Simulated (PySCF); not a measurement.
**Magnetisability: SMILES FC1=C([SiH3])N=NC(C)=C1, C₅H₇FN₂Si**

Cartesian coordinates in Å; atom numbers follow the order of the lines, from 1:
```xyz
16

C    -2.8521   -0.8124   -0.1523
C    -1.4035   -0.4610   -0.0865
C    -0.9798    0.8554    0.1454
C     0.3794    1.0481    0.1838
F     0.8888    2.2766    0.4004
C     1.2502   -0.0300   -0.0021
Si    3.1347    0.1605    0.0375
N     0.7450   -1.2337   -0.2140
N    -0.5355   -1.4440   -0.2556
H    -3.3452   -0.5590    0.7848
H    -2.9552   -1.8769   -0.3381
H    -3.3394   -0.2563   -0.9514
H    -1.6775    1.6669    0.2853
H     3.4819    0.7088    1.3506
H     3.7102   -1.1568   -0.1913
H     3.4905    1.1230   -1.0077
```

Method used: PySCF, GIAO BHandHLYP/pcSseg-1 magnetisability, rotational g tensor and spin-rotation constants, non-relativistic, gas phase. Geometry: GFN2-xTB.

What are the magnetisability and the molar susceptibility?

Isotropic -1257 × 10⁻³⁰ J/T², or -75.7 × 10⁻⁶ cm³/mol; principal values -1911, -952, -908 × 10⁻³⁰ J/T², anisotropy 981 × 10⁻³⁰ J/T² (root of half the summed squared differences of the principal values). The susceptibility is in cgs units.

Split it along the inertial axes a, b, c into diamagnetic and paramagnetic parts about the centre of mass, with the quadrupole moment.


| axis | χ (10⁻⁶ cm³/mol) | diamagnetic (10⁻⁶ cm³/mol) | paramagnetic (10⁻⁶ cm³/mol) | summed x² of all electrons (Å²) | quadrupole Θ (D Å) |
| --- | --- | --- | --- | --- | --- |
| a | -55.5 | -516.3 | 460.8 | 307.1 | +12.14 |
| b | -56.5 | -1375.3 | 1318.8 | 104.6 | -11.31 |
| c | -115.1 | -1746.5 | 1631.5 | 17.1 | -0.83 |

Anisotropies 2χaa − χbb − χcc = +60.4 and 2χbb − χaa − χcc = +57.7 × 10⁻⁶ cm³/mol. Θ is traceless in Buckingham's convention.

And the rotational g tensor?


```csv
axis,rotational constant (GHz),g,nuclear part,electronic part
a,2.8152,-0.0770,0.5324,-0.6094
b,0.9643,-0.0197,0.5777,-0.5974
c,0.7275,+0.0031,0.5606,-0.5576
```
Asymmetric top; isotopes 12C, 19F, 1H, 14N, 28Si; no vibrational averaging.
